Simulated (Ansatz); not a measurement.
Ansatz (an electronic-structure program) input (CCSD(T)/cc-pV(T+d)Z):
A basis named .json is the Basis Set Exchange file of that set.

Ansatz 0.2 input:
```yaml
crystal:
  periodic: [false, false, false]
  atoms:
    - {symbol: Si, position_ang: [0.08117914, -0.01021283, -0.00047089]}
    - {symbol: C, position_ang: [-1.78351661, 0.12390487, -0.05624823]}
    - {symbol: O, position_ang: [0.29894326, -1.39995758, -0.88383922]}
    - {symbol: O, position_ang: [0.85054223, 1.29141830, -0.62318870]}
    - {symbol: O, position_ang: [0.68765113, -0.09590726, 1.51571021]}
    - {symbol: H, position_ang: [-2.26925625, -0.73539867, 0.40551096]}
    - {symbol: H, position_ang: [-2.15568148, 0.22848388, -1.07514985]}
    - {symbol: H, position_ang: [-2.05111659, 1.02223128, 0.50811946]}
    - {symbol: H, position_ang: [0.80136455, 1.42664612, -1.57234055]}
    - {symbol: H, position_ang: [0.54218838, -0.90684013, 2.00848365]}
basis:
  gaussian:
    orbitals: cc-pV_T+d_Z.json
magnetization: {spin_polarized: true, initial_magnetization: 1}
correlation: {method: ccsd_t, electrons: outside_noble_gas}
```

Output:

```
Functional definition: HF
integrals: 2.02 GiB planned
1335 factors; integrals over basis functions are off by at most 1.0e-3 eV
mean field: 1.14 GiB planned
mean field evaluation 1: about -15081.5450 eV, gradient 4.0e1 eV
mean field evaluation 2: about -15081.5492 eV, gradient 4.0e1 eV
mean field evaluation 4: about -15088.9653 eV, gradient 5.5e0 eV
mean field evaluation 8: about -15089.9583 eV, gradient 9.5e-1 eV
mean field evaluation 16: about -15090.0401 eV, gradient 8.7e-5 eV
mean field evaluation 32: about -15090.0400 eV, gradient 3.9e-2 eV
mean field evaluation 64: about -15089.9373 eV, gradient 3.4e-1 eV
mean field evaluation 96: about -15089.7759 eV, gradient 5.6e-4 eV
mean field evaluation 128: about -15090.0400 eV, gradient 2.0e-2 eV
mean field evaluation 160: about -15088.0173 eV, gradient 4.6e-3 eV
mean field -15090.04005331 eV, -554.5487435625 hartree, gradient 1.7e-6 eV, S^2 0.756776; 7 other end points of the search recorded, 0 dependent functions left out
determinant -15090.04005331 eV, -554.5487435625 hartree, with singles and doubles -15117.22053428 eV, -555.5476078148 hartree
determinant -15089.77585677 eV, -554.5390345190 hartree, with singles and doubles -15116.93592126 eV, -555.5371484789 hartree
determinant -15088.01729322 eV, -554.4744085005 hartree, with singles and doubles -15115.38556450 eV, -555.4801739191 hartree
determinant -15090.04005331 eV, -554.5487435625 hartree, with singles and doubles -15117.08618936 eV, -555.5426707299 hartree
determinant -15089.77585677 eV, -554.5390345190 hartree, with singles and doubles -15116.79379498 eV, -555.5319254345 hartree
9 core orbitals not correlated
reference -15090.04005331 eV, -554.5487435625 hartree; 16, 15 occupied and 204, 205 virtual orbitals, 1335 factors
second order -26.12881140 eV of doubles, -0.00000000 eV of singles
coupled cluster: 5.09 GiB planned
cycle   1  -27.04613402 eV  change    2.0e-6 eV  update   5.0e-6
perturbative correction -0.94822374 eV, -0.0348465797 hartree
Total energy: -15118.03441106 eV, -555.5775172348 hartree
```

It need not be the lowest isomer of its formula.
